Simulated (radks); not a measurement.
Task: Valence configurations of Dy+ (all share [Xe]). Method: scalar-relativistic Kohn-Sham, PBE, spin-polarised, spherical densities, finite nucleus; open shells are filled with parallel spins first (spin-orbit coupling, left out, can overturn this in heavy ions); Fermi nuclear charge, rms radius 5.2218 fm; computed with a radial shooting solver on a logarithmic mesh with Libxc functionals. Order these by energy: 4f10 6p1; 4f10 6s0.5 6p0.5; 4f9.5 6s1.5; 4f9 5d1 6s1; 4f9 6s2; 4f10 6s1; 4f9.5 6s1 6p0.5; 4f9.5 5d0.5 6s1; 4f9 6s1 6p1; 4f9 5d1 6p1.

Result: From the lowest, in eV above it: 4f10 6s1 0.000; 4f9.5 6s1.5 0.398; 4f9.5 5d0.5 6s1 0.712; 4f10 6s0.5 6p0.5 1.753; 4f9.5 6s1 6p0.5 1.858; 4f9 6s2 2.260; 4f9 5d1 6s1 2.348; 4f10 6p1 3.499; 4f9 6s1 6p1 5.504; 4f9 5d1 6p1 6.245. NIST lists [Xe] 4f10 6s1 as the ground configuration; this level of theory agrees among the configurations tried. The energies are those of spherical high-spin densities, not of single terms.
